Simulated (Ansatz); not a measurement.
water (H2O), singlet, geometry from GFN2-xTB. Base run: HF/cc-pVTZ in Ansatz (a first-principles code).

Geometry (Å):
```xyz
3

O      0.0096     0.0021     0.1134
H     -0.0558     0.7636    -0.4661
H     -0.0208    -0.7801    -0.4410
```
All else is at Ansatz's defaults.
Base energy -76.05695 Eh.

The base run was repeated with changes; each row names its change, and settings that it needs were set with it.

| change | ΔE vs base (mEh) |
|---|---|
| base | 0.000 |
| point_charge = charge:1.0 position_ang:-1.5829, 0.2284, -3.7162 | 10.020 |
| lower_state_search = off | 0.000 |
| accuracy = high | 0.000 |
| point_charge = charge:-1.0 position_ang:-3.0413, -1.8785, -1.598 | -6.351 |
| forces = on | 0.000 |
| nuclear_model = gaussian | 0.013 |
| fitting.mean_field = cc-pVTZ-JKFIT | 0.006 |
| lower_state_search = light | 0.000 |
| fitting.mean_field = def2-universal-JKFIT | 0.002 |
| point_charge = charge:0.5 position_ang:2.7355, -2.3875, 0.7939 | -2.528 |
